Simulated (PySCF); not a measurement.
**Continuum solvent and chemical shifts**

Molfile (atoms numbered from 1):
```
C6H13BO2
     RDKit          3D

 22 21  0  0  0  0  0  0  0  0999 V2000
   -2.4412    1.9019   -0.1087 C   0  0  0  0  0  0  0  0  0  0  0  0
   -1.1430    1.3687   -0.0918 O   0  0  0  0  0  0  0  0  0  0  0  0
   -0.9350    0.0429    0.1575 B   0  0  0  0  0  0  0  0  0  0  0  0
    0.4945   -0.5768    0.1761 C   0  0  0  0  0  0  0  0  0  0  0  0
    1.6752   -0.0158   -0.1681 C   0  0  0  0  0  0  0  0  0  0  0  0
    2.9580   -0.7891   -0.0775 C   0  0  0  0  0  0  0  0  0  0  0  0
    1.8317    1.3900   -0.6622 C   0  0  0  0  0  0  0  0  0  0  0  0
   -2.0578   -0.7029    0.3957 O   0  0  0  0  0  0  0  0  0  0  0  0
   -2.0465   -2.0796    0.6376 C   0  0  0  0  0  0  0  0  0  0  0  0
   -3.0819    1.3929   -0.8471 H   0  0  0  0  0  0  0  0  0  0  0  0
   -2.9301    1.8101    0.8751 H   0  0  0  0  0  0  0  0  0  0  0  0
   -2.3706    2.9672   -0.3715 H   0  0  0  0  0  0  0  0  0  0  0  0
    0.5668   -1.6198    0.5113 H   0  0  0  0  0  0  0  0  0  0  0  0
    2.8018   -1.8138    0.2872 H   0  0  0  0  0  0  0  0  0  0  0  0
    3.4532   -0.8400   -1.0623 H   0  0  0  0  0  0  0  0  0  0  0  0
    3.6698   -0.2832    0.5975 H   0  0  0  0  0  0  0  0  0  0  0  0
    2.4893    1.9574    0.0189 H   0  0  0  0  0  0  0  0  0  0  0  0
    0.8718    1.9108   -0.7418 H   0  0  0  0  0  0  0  0  0  0  0  0
    2.3337    1.3931   -1.6448 H   0  0  0  0  0  0  0  0  0  0  0  0
   -1.5256   -2.6387   -0.1581 H   0  0  0  0  0  0  0  0  0  0  0  0
   -1.5657   -2.3243    1.6006 H   0  0  0  0  0  0  0  0  0  0  0  0
   -3.0874   -2.4338    0.6788 H   0  0  0  0  0  0  0  0  0  0  0  0
  1  2  1  0
  2  3  1  0
  3  4  1  0
  4  5  2  3
  5  6  1  0
  5  7  1  0
  3  8  1  0
  8  9  1  0
  1 10  1  0
  1 11  1  0
  1 12  1  0
  4 13  1  0
  6 14  1  0
  6 15  1  0
  6 16  1  0
  7 17  1  0
  7 18  1  0
  7 19  1  0
  9 20  1  0
  9 21  1  0
  9 22  1  0
M  END
```

GIAO PBE0/pcSseg-1 in PySCF 2.14.0 with density-fitted response routines on one PBE0-D3(BJ)/def2-SVP conformer, non-relativistic, equivalent nuclei averaged. Solvents enter as an IEF-PCM continuum (dimethylsulfoxide with ε = 46.8) around the gas-phase geometry. Shifts are referred to TMS, BF3·OEt2 computed in the same medium.

Gas phase, δ in ppm: C5 171.5, C4 120.4, C1/C9 52.0, C6 32.5, C7 23.1, B3 25.5, H13 5.39, H10/H11/H12/H20/H21/H22 3.61, H17/H18/H19 2.17, H14/H15/H16 1.88. Dipole moment 0.95 D.

(1) How does each δ change in the continuum?

(2) Which of the listed nuclei move most (in ppm), and what does the model miss? (N and O are left out, as their reference compounds move with the solvent too.)

Answers

(1) 
| atoms | environment | Δδ, dimethylsulfoxide |
| --- | --- | --- |
| C5 | fully substituted alkene carbon | +4.2 |
| C4 | alkene CH | -0.5 |
| C1/C9 | methyl carbon bonded to O | +0.9 |
| C6 | allylic methyl carbon | +0.3 |
| C7 | allylic methyl carbon | +0.6 |
| B3 | boron bonded to C, 2 O | +0.8 |
| H13 | hydrogen on an alkene CH | +0.15 |
| H10/H11/H12/H20/H21/H22 | hydrogen on a methyl carbon bonded to O | +0.09 |
| H17/H18/H19 | hydrogen on an allylic methyl carbon | +0.01 |
| H14/H15/H16 | hydrogen on an allylic methyl carbon | +0.11 |

Changes are relative to the gas phase. The dipole moment becomes 1.32 D in dimethylsulfoxide.

(2) C5 (fully substituted alkene carbon, +4.2 ppm) in dimethylsulfoxide. A continuum only polarises the solute; specific hydrogen bonds, the anisotropy of aromatic solvents and changes of geometry or conformer are outside it.
